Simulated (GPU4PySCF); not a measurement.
DNBDT (C26H14S2), SMILES c1ccc2cc3c(cc2c1)sc1cc2c(cc13)sc1cc3ccccc3cc12.

The structure is a stationary point at ωB97X-D3(BJ)/def2-SVP.

The numbers are results of GPU4PySCF with SMD-B3LYP/6-31G*, not measurements.

Solvation free energies are E(SMD) − E(gas) at the gas-phase geometry, for 1 M in both phases. In vacuum the dipole moment is 0.00 D.

| solvent | ΔG(solv) (kcal/mol) | its non-electrostatic (CDS) part | dipole (D) |
|---|---|---|---|
| water | -5.5 | 5.6 | 0.00 |
| dichloromethane | -21.4 | -12.4 | 0.00 |
| chlorobenzene | -21.3 | -13.5 | 0.00 |
| N,N-dimethylformamide | -16.6 | -5.8 | 0.00 |
